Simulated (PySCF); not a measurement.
H2SeTe, SMILES [SeH][TeH]. Atoms are numbered in the order given.

```xyz
4

Te    -0.7260    -0.3492     0.6068
H     -1.2752    -1.5069    -0.4816
Se     1.0843     0.5881    -0.9009
H      2.1607    -0.3294    -0.4446
```

Geometry: PBE-D3(BJ)/def2-TZVP. The def2 effective core potentials stand for the cores of Te; spin–orbit coupling is left out.

Method: PBE/def2-TZVPD in PySCF.

Mulliken values depend strongly on the basis, most of all with diffuse functions as here. ESP charges are fitted to the potential on shells at 1.4 to 2.0 van der Waals radii. Atomic charges (e):

```csv
atom,Mulliken,ESP fit
Te1,0.00,(withheld)
H2,0.08,(withheld)
Se3,-0.26,(withheld)
H4,0.18,(withheld)
```

Q: What belongs in the gaps? (Estimate from the structure and the level; the computed values follow.)

A: 
- Te1, ESP fit: -0.01
- H2, ESP fit: 0.04
- Se3, ESP fit: -0.13
- H4, ESP fit: 0.10
